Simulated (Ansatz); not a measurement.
Molecule: C2H7O2Si (charge 0, doublet). It need not be the lowest isomer of its formula. 
Structure (B3LYP-D3(BJ)/def2-TZVP (Ansatz, a program for electronic structure) minimum search):
```xyz
12

C      1.6341    -0.7810    -0.4188
Si     0.0308     0.0060     0.0149
C     -1.4217    -0.6829    -0.9220
O     -0.1061    -0.2426     1.6449
O      0.0226     1.6190    -0.3607
H      2.2329    -1.3268     0.3013
H      2.0457    -0.7509    -1.4220
H     -1.5560    -1.7450    -0.7106
H     -1.2805    -0.5636    -1.9980
H     -2.3417    -0.1595    -0.6500
H     -0.8957     0.0880     2.0803
H      0.7585     2.1464    -0.0386
```
Charge 0, spin multiplicity 2.

Parts of the frozen-core correlation energy in cc-pVTZ (Ansatz, hartree). Frozen orbitals: 9; correlated occupied orbitals by spin: 16 and 15; virtual: 227 and 228. Open shells are spin-unrestricted. Spin-orbit coupling is left out. No relativistic terms.

```
term                            value
-------------------------  ----------
reference (HF)             -518.66418
MP2 opposite-spin                 ___
MP2 same-spin                     ___
CCSD correlation             -0.96208
(T)                               ___
T1 diagnostic                   0.011
largest doubles amplitude       0.012
<S^2> of the reference          0.760
```

### Question
What belongs in the gaps?

### Answer

- MP2 opposite-spin, value: -0.70198
- MP2 same-spin, value: -0.22043
- (T), value: -0.03451
